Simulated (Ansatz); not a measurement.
FGeH₆NOSi (`O[SiH](F)[NH][GeH3]`), relaxed with RKS PBE0-D4/def2-TZVP in Ansatz 0.2.0 from a PBE-D4/def2-SVP geometry. The force threshold is 0.005 eV/Å; the program also tests the step.

The species carries charge 0 and has multiplicity 1.

Start:

```xyz
11

O     1.565   -1.201    0.239
Si    1.428    0.431   -0.083
F     2.192    0.854   -1.471
N    -0.246    0.805   -0.272
Ge   -1.649   -0.261    0.327
H     1.190   -1.789   -0.441
H     2.160    1.115    1.020
H    -0.521    1.662   -0.759
H    -1.690   -1.603   -0.461
H    -2.945    0.549    0.060
H    -1.483   -0.562    1.839
```

(1) How much energy does the relaxation release, and in how many steps? (Best estimate.)

(2) Which bonds change most? (An estimate is asked.)

(3) Give the relaxed structure. (An estimate is asked.)

Results:

(1) The calculation gave: 2.19 kcal/mol, in 14 steps, 1 of them rejected.

(2) Ansatz gave: Si2–F3 from 1.640 to 1.597 Å; O1–Si2 from 1.669 to 1.631 Å; Si2–N4 from 1.725 to 1.698 Å; Ge5–H9 from 1.557 to 1.539 Å.

(3) Computed: 
```xyz
11

O     1.655   -1.208    0.089
Si    1.408    0.395   -0.083
F     2.195    0.996   -1.336
N    -0.241    0.702   -0.344
Ge   -1.671   -0.226    0.363
H     1.324   -1.792   -0.596
H     2.009    1.002    1.117
H    -0.492    1.541   -0.843
H    -1.757   -1.621   -0.283
H    -2.928    0.591    0.033
H    -1.502   -0.381    1.883
```
